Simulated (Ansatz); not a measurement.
System: C3H5O, net charge 0, doublet state. It need not be the lowest isomer of its formula. 
Coordinates optimised at B3LYP-D3(BJ)/def2-TZVP (Ansatz, a program for electronic structure):
SMILES: C(C[CH2])=O
```xyz
9

C     -1.5629     0.0749    -0.0292
C     -0.3597    -0.4411    -0.7157
C      0.9559    -0.0973    -0.0618
O      1.0792     0.5467     0.9459
H     -1.4634     0.6541     0.8760
H     -2.5460    -0.1246    -0.4290
H     -0.2923    -0.0903    -1.7590
H     -0.3792    -1.5384    -0.8230
H      1.8474    -0.4935    -0.5920
```
Charge 0, spin multiplicity 2.

Basis-set convergence of Hartree-Fock and MP2 correlation energies (hartree) with Ansatz. Cores are frozen in the correlated levels unless marked. Open shells are spin-unrestricted. Spin-orbit coupling is left out. No relativistic terms.

```tsv
basis	functions	E(HF)	E(corr, MP2)
cc-pVDZ	81	-191.33606	-0.56520
cc-pVTZ	190	?	?
```

Some entries are withheld; supply them.


- cc-pVTZ, E(HF): -191.39081
- cc-pVTZ, E(corr, MP2): -0.70160
